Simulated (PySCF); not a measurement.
Cl2Hg, charge -1, doublet, geometry from GFN2-xTB (such geometries of metal compounds can be far from the true shape) (a state made from the parent by changing its charge; the spin is typed, not shown lowest) (core potentials on Hg); PySCF with SVWN5/def2-SV(P).

The PySCF input:
```python
from pyscf import gto, scf, dft

mol = gto.Mole()
mol.atom = '''
    Hg   -0.286636    0.035043   -0.285882
    Cl    2.459347    0.350231   -1.063916
    Cl   -1.110471   -0.515140    2.409243
'''
mol.basis = 'def2-sv(p)'
mol.ecp = {'Hg': 'def2-sv(p)'}
mol.charge = -1
mol.spin = 1
mol.verbose = 4
mol.build()

mf = dft.UKS(mol)
mf.xc = 'lda,vwn'
mf.kernel()
mf.analyze()
```

The log (banner, timings and long lists left out):

```
PySCF version 2.14.0

[INPUT] verbose = 4
[INPUT] num. atoms = 3
[INPUT] num. electrons = 55
[INPUT] charge = -1
[INPUT] spin (= nelec alpha-beta = 2S) = 1
[INPUT] symmetry False subgroup None
[INPUT] Mole.unit = angstrom
[INPUT] Symbol           X                Y                Z      unit          X                Y                Z       unit  Magmom
[INPUT]  1 Hg    -0.286636000000   0.035043000000  -0.285882000000 AA   -0.541663537441   0.066221672583  -0.540238683943 Bohr   0.0
[INPUT]  2 Cl     2.459347000000   0.350231000000  -1.063916000000 AA    4.647492275271   0.661840670333  -2.010509859543 Bohr   0.0
[INPUT]  3 Cl    -1.110471000000  -0.515140000000   2.409243000000 AA   -2.098486059272  -0.973473515808   4.552809437526 Bohr   0.0

nuclear repulsion = 155.569881705116
number of shells = 27
number of NR pGTOs = 122
number of NR cGTOs = 61
basis = def2-sv(p)
ecp = {'Hg': 'def2-sv(p)'}

******** <class 'pyscf.dft.uks.UKS'> ********
method = UKS
initial guess = minao
damping factor = 0
level_shift factor = 0
DIIS = <class 'pyscf.scf.diis.CDIIS'>
diis_start_cycle = 1
diis_space = 8
diis_damp = 0
SCF conv_tol = 1e-09
SCF conv_tol_grad = None
SCF max_cycles = 50
direct_scf = True
direct_scf_tol = 1e-13
number electrons alpha = 28  beta = 27
XC library pyscf.dft.libxc version 7.1.2
    S. Lehtola, C. Steigemann, M. J. T. Oliveira, and M. A. L. Marques,  SoftwareX 7, 1–5 (2018)
XC functionals = lda,vwn
    P. A. M. Dirac,  Math. Proc. Cambridge Philos. Soc. 26, 376 (1930)
    F. Bloch,  Z. Phys. 57, 545 (1929)
    S. H. Vosko, L. Wilk, and M. Nusair,  Can. J. Phys. 58, 1200 (1980)
radial grids:
    Treutler-Ahlrichs [JCP 102, 346 (1995); DOI:10.1063/1.469408] (M4) radial grids

becke partition: Becke, JCP 88, 2547 (1988); DOI:10.1063/1.454033
pruning grids: <function nwchem_prune>
grids dens level: 3
symmetrized grids: False
atomic radii adjust function: <function treutler_atomic_radii_adjust>
small_rho_cutoff = 0
Set gradient conv threshold to 3.16228e-05
tot grids = 61504
init E= -1058.72930520104

cycle= 1 E= -1069.35813839029  delta_E= -10.6  |g|= 1.41  |ddm|= 11.1

cycle= 2 E= -1056.95635444631  delta_E= 12.4  |g|= 3.96  |ddm|= 7.46
cycle= 3 E= -1070.46986656845  delta_E= -13.5  |g|= 0.262  |ddm|= 5.94
cycle= 4 E= -1070.47816424168  delta_E= -0.0083  |g|= 0.198  |ddm|= 0.713
cycle= 5 E= -1070.50456864578  delta_E= -0.0264  |g|= 0.0795  |ddm|= 0.529
cycle= 6 E= -1070.50888379006  delta_E= -0.00432  |g|= 0.0201  |ddm|= 0.185
cycle= 7 E= -1070.50910729833  delta_E= -0.000224  |g|= 0.00596  |ddm|= 0.0384
cycle= 8 E= -1070.5091076825  delta_E= -3.84e-07  |g|= 0.00592  |ddm|= 0.0253
cycle= 9 E= -1070.50914236031  delta_E= -3.47e-05  |g|= 0.000471  |ddm|= 0.0133
cycle= 10 E= -1070.50914260006  delta_E= -2.4e-07  |g|= 6.58e-05  |ddm|= 0.00129
cycle= 11 E= -1070.50914260327  delta_E= -3.21e-09  |g|= 2.19e-05  |ddm|= 0.000175
cycle= 12 E= -1070.50914260358  delta_E= -3.15e-10  |g|= 5.17e-06  |ddm|= 3.34e-05
Extra cycle  E= -1070.50914260356  delta_E= 2.52e-11  |g|= 8.32e-06  |ddm|= 2.48e-05
converged SCF energy = -1070.50914260356  <S^2> = 0.75082493  2S+1 = 2.0008248
**** SCF Summaries ****
Total Energy =                       -1070.509142603559440
Nuclear Repulsion Energy =             155.569881705115733
One-electron Energy =                -1862.466790618967934
Two-electron Energy =                  636.387766310292818
Two-electron Coulomb Energy =          703.772794738278321
DFT Exchange-Correlation Energy =      -67.385028427985532
**** MO energy ****
                             alpha | beta                alpha | beta
MO #1   energy= -100.037938337541  | -100.035852670523  occ= 1 | 1
MO #2   energy= -100.037931134112  | -100.035845470959  occ= 1 | 1
MO #3   energy= -8.89795109138522  | -8.89561091727113  occ= 1 | 1
MO #4   energy= -8.89794634871559  | -8.8956060470544   occ= 1 | 1
MO #5   energy= -6.76363448978782  | -6.75864942400216  occ= 1 | 1
MO #6   energy= -6.76362768063208  | -6.75864298945435  occ= 1 | 1
MO #7   energy= -6.75494475450347  | -6.75316766243783  occ= 1 | 1
MO #8   energy= -6.75494129182577  | -6.75316424103356  occ= 1 | 1
MO #9   energy= -6.75491165915818  | -6.75311831797191  occ= 1 | 1
MO #10  energy= -6.75490447462265  | -6.75311132902062  occ= 1 | 1
MO #11  energy= -4.12641434795285  | -4.12462476884394  occ= 1 | 1
MO #12  energy= -2.29930531901361  | -2.29735258173372  occ= 1 | 1
MO #13  energy= -2.29754801817649  | -2.29586255352025  occ= 1 | 1
MO #14  energy= -2.29704463958626  | -2.29500116549656  occ= 1 | 1
MO #15  energy= -0.49022114445157  | -0.479572181615083 occ= 1 | 1
MO #16  energy= -0.48942674030601  | -0.478771887907073 occ= 1 | 1
MO #17  energy= -0.222988265494192 | -0.218504368213437 occ= 1 | 1
MO #18  energy= -0.221722792189202 | -0.21727264655613  occ= 1 | 1
MO #19  energy= -0.220305237235757 | -0.217161260043819 occ= 1 | 1
MO #20  energy= -0.220052906646148 | -0.216264961366066 occ= 1 | 1
MO #21  energy= -0.219819495560785 | -0.215863988495253 occ= 1 | 1
MO #22  energy= -0.142170607589366 | -0.132774033761924 occ= 1 | 1
MO #23  energy= -0.086228286958539 | -0.0706674415631631 occ= 1 | 1
MO #24  energy= -0.0607830054505096 | -0.0553884963810368 occ= 1 | 1
MO #25  energy= -0.0598859339189069 | -0.0542290693060065 occ= 1 | 1
MO #26  energy= -0.0565219386459109 | -0.0510656329096138 occ= 1 | 1
MO #27  energy= -0.0560052532916773 | -0.0505391032590404 occ= 1 | 1
MO #28  energy= -0.0306048604008254 | -0.015132139949128 occ= 1 | 0
MO #29  energy= 0.117662918093527  | 0.123577749961693  occ= 0 | 0
MO #30  energy= 0.138406962524265  | 0.145647878297168  occ= 0 | 0
MO #31  energy= 0.179700074318157  | 0.187804630591913  occ= 0 | 0
MO #32  energy= 0.279066880724028  | 0.282938894493934  occ= 0 | 0
MO #33  energy= 0.582504457203831  | 0.588499616162434  occ= 0 | 0
MO #34  energy= 0.586097198278291  | 0.593305571011666  occ= 0 | 0
MO #35  energy= 0.588158473599589  | 0.595320536841582  occ= 0 | 0
MO #36  energy= 0.597127101154622  | 0.60382722983256   occ= 0 | 0

spin_pop of  0 Hg 5s        0.00049
spin_pop of  0 Hg 6s        0.30506
spin_pop of  0 Hg 7s        0.00025
spin_pop of  0 Hg 8s        0.00100
spin_pop of  0 Hg 9s        0.00000
spin_pop of  0 Hg 10s        0.00216
spin_pop of  0 Hg 5px       0.00037
spin_pop of  0 Hg 5py       0.00011
spin_pop of  0 Hg 5pz       0.00036
spin_pop of  0 Hg 6px       0.00615
spin_pop of  0 Hg 6py      -0.00016
spin_pop of  0 Hg 6pz       0.00605
spin_pop of  0 Hg 7px       0.00822
spin_pop of  0 Hg 7py      -0.00015
spin_pop of  0 Hg 7pz       0.00798
spin_pop of  0 Hg 5dxy     -0.00062
spin_pop of  0 Hg 5dyz      0.01440
spin_pop of  0 Hg 5dz^2     0.00689
spin_pop of  0 Hg 5dxz     -0.00126
spin_pop of  0 Hg 5dx2-y2   -0.00065
spin_pop of  0 Hg 6dxy      0.00262
spin_pop of  0 Hg 6dyz      0.00408
spin_pop of  0 Hg 6dz^2     0.00360
spin_pop of  0 Hg 6dxz      0.00280
spin_pop of  0 Hg 6dx2-y2    0.00308
spin_pop of  1 Cl 1s        0.00000
spin_pop of  1 Cl 2s       -0.00000
spin_pop of  1 Cl 3s        0.00219
spin_pop of  1 Cl 4s       -0.00007
spin_pop of  1 Cl 2px       0.00002
spin_pop of  1 Cl 2py      -0.00000
spin_pop of  1 Cl 2pz      -0.00000
spin_pop of  1 Cl 3px       0.30611
spin_pop of  1 Cl 3py       0.00224
spin_pop of  1 Cl 3pz       0.00273
spin_pop of  1 Cl 4px      -0.00036
spin_pop of  1 Cl 4py      -0.00008
spin_pop of  1 Cl 4pz       0.00041
spin_pop of  1 Cl 3dxy      0.00002
spin_pop of  1 Cl 3dyz      0.00000
spin_pop of  1 Cl 3dz^2     0.00009
spin_pop of  1 Cl 3dxz      0.00004
spin_pop of  1 Cl 3dx2-y2    0.00020
spin_pop of  2 Cl 1s        0.00000
spin_pop of  2 Cl 2s       -0.00000
spin_pop of  2 Cl 3s        0.00219
spin_pop of  2 Cl 4s       -0.00006
spin_pop of  2 Cl 2px      -0.00000
spin_pop of  2 Cl 2py      -0.00000
spin_pop of  2 Cl 2pz       0.00002
spin_pop of  2 Cl 3px       0.00357
spin_pop of  2 Cl 3py       0.01121
spin_pop of  2 Cl 3pz       0.29633
spin_pop of  2 Cl 4px       0.00044
spin_pop of  2 Cl 4py      -0.00010
spin_pop of  2 Cl 4pz      -0.00035
spin_pop of  2 Cl 3dxy      0.00000
spin_pop of  2 Cl 3dyz      0.00005
spin_pop of  2 Cl 3dz^2     0.00026
spin_pop of  2 Cl 3dxz      0.00004
spin_pop of  2 Cl 3dx2-y2    0.00001
In total            28.00000 | 27.00000

WARN: System has nonzero charge -1; the dipole moment is origin-dependent.
Location of origin: [0. 0. 0.]

Dipole moment(X, Y, Z, Debye): -2.45652,  0.30028, -2.44999
```
